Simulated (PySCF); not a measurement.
SSi, charge -1, doublet, at a GFN2-xTB geometry (a state made from the parent by changing its charge; the spin is typed, not shown lowest) (in this run its highest filled SCF level lies above zero, so its values depend strongly on the basis, on diffuse functions most of all); B3LYP-D3BJ/STO-3G (PySCF).

Here is a job for PySCF.
```python
from pyscf import gto, scf, dft

mol = gto.M(
    atom='''
Si   -0.00000000   -0.00000000   -1.11647694
S     0.00000000    0.00000000    0.97691732
''',
    basis='sto-3g',
    charge=-1,
    spin=1,
    verbose=4,
)

mf = dft.UKS(mol)
mf.xc = 'b3lyp'
mf.disp = 'd3bj'
mf.kernel()
```

What the program printed (banner, timings and long lists left out):

```
PySCF version 2.14.0

[INPUT] verbose = 4
[INPUT] num. atoms = 2
[INPUT] num. electrons = 31
[INPUT] charge = -1
[INPUT] spin (= nelec alpha-beta = 2S) = 1
[INPUT] symmetry False subgroup None
[INPUT] Mole.unit = angstrom
[INPUT] Symbol           X                Y                Z      unit          X                Y                Z       unit  Magmom
[INPUT]  1 Si     0.000000000000   0.000000000000  -1.116476940000 AA    0.000000000000   0.000000000000  -2.109835640992 Bohr   0.0
[INPUT]  2 S      0.000000000000   0.000000000000   0.976917320000 AA    0.000000000000   0.000000000000   1.846106181144 Bohr   0.0

nuclear repulsion = 56.6236840861883
number of shells = 10
number of NR pGTOs = 54
number of NR cGTOs = 18
basis = sto-3g
ecp = {}

******** <class 'pyscf.dft.uks.UKS'> ********
method = UKS
initial guess = minao
damping factor = 0
level_shift factor = 0
DIIS = <class 'pyscf.scf.diis.CDIIS'>
diis_start_cycle = 1
diis_space = 8
diis_damp = 0
SCF conv_tol = 1e-09
SCF conv_tol_grad = None
SCF max_cycles = 50
direct_scf = True
direct_scf_tol = 1e-13
number electrons alpha = 16  beta = 15
XC library pyscf.dft.libxc version 7.1.2
    S. Lehtola, C. Steigemann, M. J. T. Oliveira, and M. A. L. Marques,  SoftwareX 7, 1–5 (2018)
XC functionals = b3lyp
    P. J. Stephens, F. J. Devlin, C. F. Chabalowski, and M. J. Frisch,  J. Phys. Chem. 98, 11623 (1994)
radial grids:
    Treutler-Ahlrichs [JCP 102, 346 (1995); DOI:10.1063/1.469408] (M4) radial grids

becke partition: Becke, JCP 88, 2547 (1988); DOI:10.1063/1.454033
pruning grids: <function nwchem_prune>
grids dens level: 3
symmetrized grids: False
atomic radii adjust function: <function treutler_atomic_radii_adjust>
small_rho_cutoff = 0
Set gradient conv threshold to 3.16228e-05
tot grids = 38064
Calc dispersion correction with DFTD3.
Parameters: xc=b3lyp, version=d3bj, atm=False
init E= -679.421666503354

cycle= 1 E= -679.577349193923  delta_E= -0.156  |g|= 0.261  |ddm|= 1.69
cycle= 2 E= -678.490889030456  delta_E= 1.09  |g|= 1.06  |ddm|= 2.31
cycle= 3 E= -679.667412895211  delta_E= -1.18  |g|= 0.0279  |ddm|= 1.79
cycle= 4 E= -679.668184769004  delta_E= -0.000772  |g|= 0.00797  |ddm|= 0.0475
cycle= 5 E= -679.668273239027  delta_E= -8.85e-05  |g|= 0.00105  |ddm|= 0.0234
cycle= 6 E= -679.668282415504  delta_E= -9.18e-06  |g|= 0.000692  |ddm|= 0.012
cycle= 7 E= -679.668285487576  delta_E= -3.07e-06  |g|= 0.000115  |ddm|= 0.011
cycle= 8 E= -679.668285498501  delta_E= -1.09e-08  |g|= 4.89e-05  |ddm|= 0.000161
cycle= 9 E= -679.668285501122  delta_E= -2.62e-09  |g|= 4.63e-06  |ddm|= 0.000151
cycle= 10 E= -679.668285501145  delta_E= -2.26e-11  |g|= 5.24e-07  |ddm|= 1.07e-05
Extra cycle  E= -679.668285501143  delta_E= 1.02e-12  |g|= 1.32e-06  |ddm|= 3.43e-06
converged SCF energy = -679.668285501143  <S^2> = 0.7556525  2S+1 = 2.0056445
```
